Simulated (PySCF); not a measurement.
## [BiCl4]− relaxed at several levels

Computed with PySCF 2.14.0, def2-SVP on the ligands, density fitting, scalar-relativistic core potentials, no spin-orbit coupling, vacuum. Each row is relaxed at its own level from the same template. Distances are means of the shortest metal–ligand contacts, charges and spins Mulliken's; removal energies are rigid, with the ligand's formal charge and no counterpoise, so too large; for an anion taken off a cation in vacuum most of it is the attraction of opposite charges, and multiply charged cations can part far more cheaply with an electron moved from ligand to metal.

```tsv
level	basis on the metal	point group	M–Cl (Å)	charge on M (e)	HOMO–LUMO gap (eV)	removal of one Cl (eV)	strongest infrared band, degenerate modes summed (cm⁻¹)	unstable modes (below −25 cm⁻¹)
PBE0	def2-SVP with ECP60	Td	2.609	0.97	5.46	3.59	263	0
```

Task: What does the calculation give for r2SCAN, def2-SVP with ECP60?

Result: point group: Td, M–Cl (Å): 2.620, charge on M (e): 0.96, HOMO–LUMO gap (eV): 4.20, removal of one Cl (eV): 3.62, unstable modes (below −25 cm⁻¹): not given.
```xyz
5

Bi    0.0000    0.0000    0.0000
Cl    1.5125    1.5125    1.5125
Cl   -1.5125   -1.5125    1.5125
Cl    1.5125   -1.5125   -1.5125
Cl   -1.5125    1.5125   -1.5125
```

One start shape was tried for each, so a minimum needn't be the lowest isomer.
